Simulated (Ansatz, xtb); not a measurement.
## Relative energy of two isomers of CH6InSi

Structure X is `[SiH3][CH2][InH]`, a doublet and structure Y is `[CH3][In][SiH3]`, a doublet. Both are isolated molecules in the gas phase, relaxed with r2SCAN-D4/def2-SVP; the shapes shown needn't be the lowest conformers.

X (Å):

```yaml
atoms:
  - { symbol: C, position_ang: [-0.6121, -1.5321, -0.0878] }
  - { symbol: In, position_ang: [-1.0154, -0.1038, 1.5681] }
  - { symbol: Si, position_ang: [-0.9629, -0.7919, -1.7687] }
  - { symbol: H, position_ang: [-0.0804, 0.3919, -2.0127] }
  - { symbol: H, position_ang: [-2.3837, -0.3211, -1.8499] }
  - { symbol: H, position_ang: [-0.7521, -1.7605, -2.8938] }
  - { symbol: H, position_ang: [0.4602, -1.7844, 0.0095] }
  - { symbol: H, position_ang: [-1.1984, -2.4496, 0.0811] }
  - { symbol: H, position_ang: [-0.1392, 1.4446, 1.5551] }
```

Y (Å):

| atom | x (Å) | y (Å) | z (Å) |
| --- | --- | --- | --- |
| C | -1.9086 | -1.0705 | -2.3883 |
| In | -1.8748 | -1.1183 | -0.1799 |
| Si | 0.3422 | -0.4890 | 1.1375 |
| H | -1.6392 | -0.0532 | -2.7166 |
| H | -2.8893 | -1.3428 | -2.8019 |
| H | -1.1440 | -1.7718 | -2.7608 |
| H | 1.5325 | -0.1249 | 0.2975 |
| H | 0.7453 | -1.6403 | 2.0091 |
| H | 0.0645 | 0.6709 | 2.0459 |

Quicker runs give these differences E(Y) − E(X): GFN2-xTB −11.6 kJ/mol; HF/STO-3G −168.5 kJ/mol (at GFN2-xTB geometries); r2SCAN-D4/def2-SVP//GFN2-xTB −65.3 kJ/mol.

Problem. Estimate E(Y) − E(X) at the level CCSD(T)/def2-SVP + ΔMP2/def2-TZVPP.

Solution. Calculated at CCSD(T)/def2-SVP + ΔMP2/def2-TZVPP: E(Y) − E(X) = −30.4 kJ/mol, so structure Y lies lower.

Level by level:

| level | geometry | E(Y) − E(X) (kJ/mol) | departure from the last row (kJ/mol) | job, with rough time for the two |
| --- | --- | --- | --- | --- |
| GFN2-xTB | GFN2-xTB | −11.6 | +18.8 | optimisation, 0.2 s |
| HF/STO-3G | GFN2-xTB | −168.5 | −138.1 | single point, 1.3 s |
| r2SCAN-D4/def2-SVP//GFN2-xTB | GFN2-xTB | −65.3 | −34.9 | single point, 3.2 s |
| r2SCAN-D4/def2-SVP | r2SCAN-D4/def2-SVP | −32.4 | −2.0 | optimisation, 2.9 min |
| HF/def2-SVP | r2SCAN-D4/def2-SVP | −26.4 | +4.0 | part of the CCSD(T) run |
| MP2/def2-SVP | r2SCAN-D4/def2-SVP | −24.4 | +6.0 | part of the CCSD(T) run |
| CCSD(T)/def2-SVP | r2SCAN-D4/def2-SVP | −29.8 | +0.6 | single point |
| CCSD(T)/def2-SVP + ΔMP2/def2-TZVPP | r2SCAN-D4/def2-SVP | −30.4 |  | single point, 24 s |

As drawn, Y has 1 In–Si, 1 C–H in place of 1 C–Si, 1 In–H.

None of the levels shown reverses the order. The largest departure from CCSD(T)/def2-SVP + ΔMP2/def2-TZVPP is that of HF/STO-3G, 138.1 kJ/mol. The last row adds to CCSD(T) the change of the MP2 difference between the two basis sets, here −0.6 kJ/mol.

With harmonic frequencies from r2SCAN-D4/def2-SVP (ideal gas, rigid rotor, one conformer each, 298.15 K, 1 atm): on the last row, ΔE + ΔZPE = −22.2 kJ/mol. A mode under 50 cm⁻¹ makes harmonic enthalpies and free energies unreliable, so none is given.

Open shells are spin-unrestricted. The correlated steps freeze 10 core orbitals; the filled d shell of In is correlated, in a basis made for valence electrons. Atoms past krypton carry core potentials in the def2 sets, other sets are all-electron and non-relativistic, and no spin–orbit term is included. Run with Ansatz 0.2.0, xtb 6.7.1; the last row on 2 threads of Intel(R) Xeon(R) 6975P-C (Granite Rapids) on a shared host.
